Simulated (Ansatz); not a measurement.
CH3F2NSi (`F/C=N/[SiH2]F`). Charge 0, multiplicity 1. The structure was optimised at the PBE0-D4/def2-TZVP level. It is one conformer, not always the lowest.

```xyz
8

F     2.376    0.262    1.325
C     1.192    0.462    0.746
N     0.584   -0.462    0.198
Si   -0.925   -0.475   -0.607
F    -1.612    0.972   -0.619
H     0.908    1.512    0.850
H    -1.826   -1.394    0.117
H    -0.697   -0.876   -2.010
```

(1) What is the dipole moment at ωB97M-V/def2-TZVPP? (Best estimate.)

(2) And with PBE, r2SCAN, B3LYP? (An estimate is asked.)

(3) Give the Mulliken charges with ωB97M-V, B3LYP, PBE in def2-TZVPP. (Estimate.)

Results:

(1) The calculation gave: 0.78 D, with components (-0.42, 0.66, -0.06) D in this frame, pointing from negative to positive charge.

(2) The calculation gave: PBE 0.65 D, r2SCAN 0.70 D, B3LYP 0.74 D.

(3) The calculation gave: 
| atom | ωB97M-V | B3LYP | PBE |
| --- | --- | --- | --- |
| F1 | -0.16 | -0.16 | -0.12 |
| C2 | 0.12 | 0.11 | 0.07 |
| N3 | -0.25 | -0.23 | -0.17 |
| Si4 | 0.56 | 0.64 | 0.54 |
| F5 | -0.32 | -0.33 | -0.29 |
| H6 | 0.12 | 0.12 | 0.10 |
| H7 | -0.04 | -0.07 | -0.07 |
| H8 | -0.04 | -0.07 | -0.07 |

B3LYP here is the variant with VWN-RPA as its local correlation; programs differ in this.

Program: Ansatz 0.2.0.
